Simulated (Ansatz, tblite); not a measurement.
Forces on B11 at its r2SCAN-D4/def2-SVP geometry. Total charge 0; doublet.

The xTB rows come from tblite. The structure comes from a short search, and lower isomers may exist.

GFN1-xTB (tblite), largest force 2.25 eV/Å:

```xyz
11
positions Å, forces eV/Å
B    -2.219    0.722    0.147   -0.622   -1.256    0.758
B     1.206   -1.655   -1.058    0.210   -0.341   -0.386
B    -0.977   -0.287    0.361   -2.116   -0.376    0.667
B    -0.905    0.592   -1.313    0.868   -0.912   -1.302
B     2.164   -1.382    0.188    0.416   -0.116   -0.031
B    -0.181   -0.852   -1.317   -0.049    0.494   -1.322
B     1.764   -0.444    1.415    0.380    0.039    0.394
B     0.656   -0.626    0.158   -1.155    0.385    0.067
B    -1.473    1.916   -0.605    0.320    0.501   -0.327
B     0.437    0.493    1.434    0.347    1.319    0.371
B    -0.473    1.524    0.588    1.401    0.262    1.110
```

GFN2-xTB (tblite), largest force 1.56 eV/Å:

```
B 1.416 -0.565 -0.043
B 0.055 0.708 0.727
B -0.958 1.005 -0.268
B 0.177 -0.693 0.128
B -0.798 0.328 0.024
B 0.545 0.876 -0.069
B -0.332 -0.119 -0.957
B -1.279 -0.126 0.348
B 0.555 -1.358 0.531
B 0.395 0.506 -0.821
B 0.223 -0.565 0.401
```

LDA (SPW92)/def2-TZVP (Ansatz), largest force 0.87 eV/Å:

```
B 0.822 0.126 -0.241
B -0.180 0.485 0.493
B 0.039 0.294 -0.147
B 0.037 -0.124 0.328
B -0.622 0.305 -0.004
B 0.198 0.296 0.386
B -0.428 -0.040 -0.577
B 0.083 -0.089 0.023
B 0.107 -0.766 0.337
B 0.018 -0.150 -0.508
B -0.076 -0.338 -0.091
```
